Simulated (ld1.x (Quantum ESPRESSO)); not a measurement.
**osmium: one change to a PAW potential, before and after**

* Element: osmium
* Generator: ld1.x (Quantum ESPRESSO) 7.5
* Type: PAW
* Functional: PBE
* Relativity: scalar-relativistic
* Frozen core: [Kr] 4d10 4f14 5s2
* Valence charge: 14
* Reference configuration: 5p6 5d6.5 6s1.5 6p0
* Partial waves: 6s (bound): rcut 2.30, rcutus 2.95 bohr; 6s channel at 0.9 Ry: rcut 2.30, rcutus 2.95 bohr; 5p (bound): rcut 1.75, rcutus 2.40 bohr; 6p (bound, empty): rcut 1.75, rcutus 2.40 bohr; 5d (bound): rcut 1.60, rcutus 2.05 bohr; 5d channel at 0.5 Ry: rcut 1.60, rcutus 2.05 bohr
* Local potential: all-electron potential smoothed inside 2.05 bohr (lloc = -1)
* Core correction: Bessel-smoothed model core inside 1.45 bohr
* Augmentation charge: BESSEL, radius 1.15 bohr

Change: all radii but the core radius scaled by about 0.79 (s 2.34, p 1.90, d 1.64 bohr, rcut 1.82/1.40/1.28); local potential all-electron potential smoothed inside 1.64 bohr (lloc = -1); augmentation BESSEL, radius 0.92 bohr.

Cutoffs: the cutoffs (Ry, on a coarse ladder) from which the occupation-weighted sum of valence levels, in a spherical-Bessel basis at the reference potential, stays within 10 and 1 mRy of its value at 400 Ry; they do not see the model core or the augmentation charge, which bear on the density cutoff. Errors are all-electron minus pseudo energies relative to the spin-unpolarised reference configuration.

Problem. What does the change do?

Solution. Both files keep a bound ghost (s); the number of tests with a reliable result goes from 7 to 6 (the test run of the changed file stopped, so its transferability is not established); of the 6 tests that both files solve, the error grows in 0 and shrinks in 5 by more than 15 % and 0.3 meV (median size 16.4 → 1.9 meV). Less of the atom is replaced, so other configurations are described better.

| quantity | base | changed |
| --- | --- | --- |
| cutoffs, loose and tight | 25 Ry, 40 Ry | not determined |
| bound ghosts | s | s (p not tested, overlap not positive) |
| tests with a reliable result | 7 of 7 | 6 of 7 (the test run stopped) |
| error for 5p6 5d6 6s2 6p0, meV [ΔE -0.05 eV] | -16 | +2.8 |
| error for 5p6 5d6 6s1 6p0, meV [ΔE 9.52 eV] | -4.4 | -1.8 |
| error for 5p6 5d6 6s0 6p0, meV [ΔE 26.44 eV] | +17 | -1.3 |
| error for 5p6 5d5 6s2 6p0, meV [ΔE 11.02 eV] | -79 | +0.2 |
| error for 5p6 5d7 6s1 6p0, meV [ΔE 0.26 eV] | -17 | -1.9 |
| error for 5p6 5d5 6s0 6p0, meV [ΔE 55.28 eV] | +15 | -17 |
| lowest overlap eigenvalue by channel | s 0.29, p 0.71, d 0.91 | s 0.44, p -0.15, d 0.62 |

Changed file: the overlap operator is not positive definite in a basis up to 400 Ry (lowest eigenvalue p -0.15), so the file is unfit for use: the generalised eigenproblem breaks down once the basis is large enough, and its test numbers describe a broken file. A true bound ghost makes a file unfit for plane-wave use even where its test errors are small: the radial tests pick states by their node count and pass the ghost by.
